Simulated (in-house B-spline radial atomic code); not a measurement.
Tc⁺: [Kr] 4d5 5s1

Computed with an all-electron radial atomic-structure program (B-spline basis): non-relativistic BP86, spin-polarised, spherical fractional occupations, point nucleus.

Effective charges: Z_r = [3n² - l(l+1)]/(2<r>) from the radius, Z_e = n√(-2ε) from the energy, and Slater's rules. Values are occupation-weighted means over spin.

```tsv
shell	electrons	ε (eV)	<r> (bohr)	Z_r	Z_e	Slater
1s	2	-20331	0.03544	42.32	38.66	42.70
2s	2	-2855.9	0.1547	38.79	28.98	38.85
2p	6	-2637.4	0.1325	37.74	27.85	38.85
3s	2	-501.59	0.4274	31.58	18.22	31.75
3p	6	-416.72	0.4216	29.65	16.60	31.75
3d	10	-260.91	0.3984	26.36	13.14	21.85
4s	2	-76.355	1.085	22.12	9.48	15.25
4p	6	-51.562	1.183	19.45	7.79	15.25
4d	5	-15.8	1.64	12.80	4.31	5.60
5s	1	-11.843	3.029	12.38	4.66	3.95
```

The least bound orbital is 5s up at -11.84 eV, and it is also the most diffuse (<r> = 3.029 bohr).
